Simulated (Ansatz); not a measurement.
Total energies of Pb₅O₈H₆, a hydroxylated oxide cluster from Ansatz at PBE0-D4/def2-TZVP, gas phase (1 Eh = 27.2114 eV = 2625.5 kJ/mol). The reference geometry is relaxed at PBE-D4/def2-SVP.

```csv
atom,x (Å),y (Å),z (Å)
Pb1,0.158,-0.025,-0.234
Pb2,-3.108,0.604,-0.640
Pb3,-0.457,2.969,1.327
Pb4,1.711,-0.392,2.713
Pb5,-1.325,-2.702,1.317
O6,-1.894,-0.724,-2.104
O7,-1.961,-0.733,0.673
O8,-1.333,1.941,-0.398
O9,0.191,0.997,1.951
O10,1.792,2.882,0.216
O11,-1.151,-2.979,-1.172
O12,0.691,-1.845,1.354
O13,2.724,0.604,0.879
H14,-1.850,-0.494,-3.051
H15,-1.499,-2.091,-1.622
H16,2.257,1.977,0.497
H17,1.723,2.842,-0.757
H18,-0.229,-3.076,-1.476
H19,3.560,0.243,0.527
```

| state | geometry | energy (Eh) |
| --- | --- | --- |
| charge 0 singlet | reference | -1569.79601 |
| charge 1 doublet | reference | -1569.53274 |
| charge 1 doublet | relaxed at PBE-D4/def2-SVP | -1569.55579 |
| charge -1 doublet | reference | -1569.78712 |
| free Pb atom (triplet) | – | -192.83692 |
| free O atom (triplet) | – | -75.01860 |
| free H atom (doublet) | – | -0.50104 |

In the def2 sets Pb takes a core potential; there is no spin–orbit coupling. Single mean-field runs in def2-TZVP are fitted with def2-universal-jkfit.

Task: Work out the vertical ionisation energy to the doublet.

Result: E(charge 1 doublet) − E(charge 0 singlet) = -1569.53274 − (-1569.79601) = 0.26327 Eh = 7.16 eV. For comparison, −ε of the highest occupied level is 5.88 eV at this level, 1.28 eV less.

Task: Work out the vertical electron affinity, to the doublet.

Result: E(charge 0 singlet) − E(charge -1 doublet) = -1569.79601 − (-1569.78712) = -0.00889 Eh = -0.24 eV; negative, so the extra electron isn't bound. The basis lacks diffuse functions, which makes affinities too small.

Task: Give the fundamental gap IE − EA, the Mulliken electronegativity (IE + EA)/2 and the hardness (IE − EA)/2.

Result: From the values in Eh: IE − EA = 0.26327 − (-0.00889) = 0.27216 Eh = 7.41 eV; (IE + EA)/2 = 3.46 eV; (IE − EA)/2 = 3.70 eV. The HOMO–LUMO gap of the same run is 5.05 eV, 2.36 eV smaller than the fundamental gap.

Task: How much does the charge 1 doublet relax, and what is the adiabatic ionisation energy?

Result: Relaxation: -1569.53274 − (-1569.55579) = 0.02305 Eh = 0.63 eV. Adiabatic ionisation energy: 0.24022 Eh = 6.54 eV, without zero-point energy. 

Task: What is the binding energy per atom against free atoms?

Result: Atoms: 5 × (-192.83692) + 8 × (-75.01860) + 6 × (-0.50104) = -1567.33964 Eh. Binding: -1567.33964 − (-1569.79601) = 2.45637 Eh = 66.84 eV, or 3.52 eV for each of 19 atoms (no zero-point energy, no counterpoise term).

At PBE0-D4/def2-TZVP the highest occupied level of the charge -1 doublet lies above zero (up to 1.35 eV). By energy differences it is unbound by 0.24 eV (vertical, to the charge 0 singlet, at PBE0-D4/def2-TZVP) and held by the finite basis.
